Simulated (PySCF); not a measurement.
# How methods differ on the ionisation energy of Pd²²⁺

Pd²²⁺ [Ar] 3d6 (5D) → Pd²³⁺ [Ar] 3d5 (6S), as a difference of total energies. Calculation: PySCF 2.14, in an even-tempered Gaussian basis (17 s from 2.5 bohr⁻², ratio 2.5; 11 p from 3.2 bohr⁻², ratio 2.5; 8 d from 3.2 bohr⁻², ratio 2.5; 4 f from 14 bohr⁻², ratio 2.7; 3 g from 21 bohr⁻², ratio 2.7); no relativity, point nucleus. Correlated levels: outer shells: [Ne] frozen; virtual orbitals above 40 to 60 times the deepest correlated orbital energy dropped. The calculations carry no spin-orbit coupling.

```json
{"method": "UHF", "ionisation energy (eV)": "1065.1"}
{"method": "LDA", "ionisation energy (eV)": "1067.7"}
{"method": "PBE", "ionisation energy (eV)": "1068.0"}
{"method": "PBE0", "ionisation energy (eV)": "1067.8"}
{"method": "r2SCAN", "ionisation energy (eV)": "1068.0"}
{"method": "BLYP", "ionisation energy (eV)": "1068.1"}
{"method": "M06-L", "ionisation energy (eV)": "1067.4"}
{"method": "MP2 (outer shells)", "ionisation energy (eV)": "1066.4"}
{"method": "SCS-MP2 (outer shells)", "ionisation energy (eV)": "1066.6"}
```

A first-order spin-orbit estimate (lowest level to lowest level, LS coupling) adds 2.476 eV.

All relativistic terms are absent from these numbers, so their closeness to the reference says little about the methods.

For comparison: 1065 ± 4 eV (theoretical estimate listed by NIST; NIST Atomic Spectra Database, ionization energies).
